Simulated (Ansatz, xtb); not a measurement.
## C2H3Se: 4 structures ranked

4 gas-phase structures of C2H3Se, found in a search over its isomers (lower ones may exist). Each was relaxed with GFN2-xTB:

A. `C=[C][SeH]`, a doublet
B. `C[C]=[Se]`, a doublet
C. `[CH]1C[Se]1`, a doublet
D. `C=C[Se]`, a doublet

Q: Make a reasoned guess at their ranking by r2SCAN-D4/def2-SVP single-point energy.

A: Calculated order at r2SCAN-D4/def2-SVP: D (0.0), B (63.5), C (89.3), A (124.2) kJ/mol.

Energies above the lowest of each column, in kJ/mol; the last columns are at B3LYP-D3(BJ)/def2-SVP geometries and were run for some of them only (a dash: not run or not comparable):

```json
{"structure": "D", "GFN2-xTB": "0.0", "HF/STO-3G": "0.0", "r2SCAN-D4/def2-SVP": "0.0", "B3LYP-D3(BJ)/def2-SVP": "0.0", "CCSD(T)/def2-SVP": "0.0"}
{"structure": "B", "GFN2-xTB": "82.2", "HF/STO-3G": "73.2", "r2SCAN-D4/def2-SVP": "63.5", "B3LYP-D3(BJ)/def2-SVP": "76.8", "CCSD(T)/def2-SVP": "77.6"}
{"structure": "C", "GFN2-xTB": "114.1", "HF/STO-3G": "123.8", "r2SCAN-D4/def2-SVP": "89.3", "B3LYP-D3(BJ)/def2-SVP": "109.0", "CCSD(T)/def2-SVP": "115.5"}
{"structure": "A", "GFN2-xTB": "160.7", "HF/STO-3G": "156.0", "r2SCAN-D4/def2-SVP": "124.2", "B3LYP-D3(BJ)/def2-SVP": "–", "CCSD(T)/def2-SVP": "–"}
```

Every level run on D puts it lowest or level with the lowest. Flexible structures stand in one conformer each, not always the lowest. Frequencies (B3LYP-D3(BJ)/def2-SVP) were run for B, C, D alone. Open shells are spin-unrestricted, some with notable spin contamination. Large T1 diagnostics make some coupled-cluster values less sure.

Over these structures GFN2-xTB departs from r2SCAN-D4/def2-SVP by 10.6 kJ/mol on average once a common shift is removed. A GFN2-xTB relaxation took about 0.92 s and the r2SCAN-D4/def2-SVP energy about 8.8 s on a shared host (Ansatz 0.2.0, xtb 6.7.1).
